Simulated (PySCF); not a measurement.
ClFH3NOSi, SMILES N[Si@@](O)(F)Cl. Geometry: PBE-D3(BJ)/def2-SVP. The structure was generated by enumeration; whether it is a known compound was not checked. One conformer was computed; it need not be the lowest.

Question: Give the equilibrium geometry at PBE-D3(BJ)/def2-SVP (PySCF confirms it by a frequency run) as Cartesian coordinates in Å. (Estimate from the structure and the level; the computed values follow.)

Answer: One answer among several that fit: 
```xyz
8

N      0.3995     1.1361     1.4475
Si     0.1705    -0.0933     0.2709
O      1.6179    -0.6930    -0.2664
F     -0.7331    -1.2283     1.0119
Cl    -0.8399     0.4393    -1.4478
H      0.8789     1.9977     1.1747
H     -0.3789     1.3429     2.0791
H      2.2489    -0.8574     0.4577
```
